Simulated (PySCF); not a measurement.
Spinor energies of Cu (copper, neutral)

Start: [Ar] 3d9 4s2; 3d3/2 filled at m_j = -3/2, -1/2, +1/2, +3/2; 3d5/2 filled at m_j = -3/2, -1/2, +1/2, +3/2, +5/2. Calculated with PySCF 2.14 in x2c-SVPall-2c with one added diffuse shell each of s, d type (6s5p4d1f, 48 functions): generalised Hartree-Fock with the X2C-1e Hamiltonian and a Gaussian nucleus; one run each with spin-orbit coupling (SO) switched off, then screened by Boettger's factors. This is a chosen level, not necessarily the ground level.

| spinor shell | electrons | ε, spin-free (eV) | ε, screened SO (eV) | weight of nominal j (screened SO) | rms radius, screened SO (bohr) |
| --- | --- | --- | --- | --- | --- |
| 1s1/2 | 2 | -9052.7 | -9052.6 | 1.000 | 0.0602 |
| 2s1/2 | 2 | -1141.5 | -1141.5 | 1.000 | 0.254 |
| 2p1/2 | 2 | -982.46 | -996.83 | 0.999 | 0.226 |
| 2p3/2 | 4 | -982.46 | -975.41 | 1.000 | 0.229 |
| 3s1/2 | 2 | -147.44 | -147.43 | 1.000 | 0.765 |
| 3p1/2 | 2 | -98.225 | -101.23 | 0.948 | 0.812 |
| 3p3/2 | 4 | -98.225 | -96.730 | 0.974 | 0.819 |
| 3d3/2 | 4 | -20.190 | -20.823 | 0.808 | 1.05 |
| 3d5/2 | 5 | -20.190 | -19.691 | 0.846 | 1.06 |
| 4s1/2 | 2 | -7.878 | -7.878 | 1.000 | 3.19 |

| quantity | spin-free | screened SO |
| --- | --- | --- |
| E (hartree) | -1652.84979 | -1652.88376 |
| M_J | 5/2 | 5/2 |
| ⟨J²⟩ | 8.757 | 8.757 |
| ⟨L²⟩ | 6.005 | 6.007 |
| ⟨S²⟩ | 0.751 | 0.753 |

Each row is a mean over spinors that exchange with the open shell spreads, by up to 7.312 eV (3p3/2).

Rows whose weight is well below 1 are mixtures of j = l ± 1/2: exchange outweighs spin-orbit coupling there, and the label is only the starting occupation.

Without spin-orbit coupling the j labels of p, d and f shells carry no meaning; the spin-free column gives the mean over the occupied spinors of each nl shell.
